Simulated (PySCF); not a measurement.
Correlation energy of Pd³⁰⁺ (palladium, charge +30)

[Ne] 3s2 3p4, high-spin 3P determinant. All numbers are calculated (PySCF 2.14, the non-relativistic Hamiltonian (point nucleus), in an even-tempered Gaussian basis (16 s from 3.9 bohr⁻², ratio 2.5; 11 p from 5 bohr⁻², ratio 2.5; 5 d from 24 bohr⁻², ratio 2.7; 4 f from 36 bohr⁻², ratio 2.7)). Frozen: 1s2; 14 electrons correlated; the 17 highest virtual orbitals of each spin left out.

| level | correlation energy (mhartree) |
| --- | --- |
| CCSD | -562.36 |
| (T) | -1.70 |
| CCSD(T) | -564.06 |

Diagnostics: T1 = 0.0010, D1 = 0.0048, largest double amplitude 0.026.

A non-relativistic calculation at this Z misses sizeable relativistic shifts. Spin-orbit coupling is strong in this species (close to jj coupling), so the high-spin LS determinant is a model state, not a physical level.

Cost of the coupled-cluster step: about 30 core-seconds, for 14 correlated electrons.

At this charge a non-relativistic calculation is a model, useful for the Z dependence of the correlation energy.

Spin-orbit coupling is strong in this species, so the high-spin LS determinant is a model state.
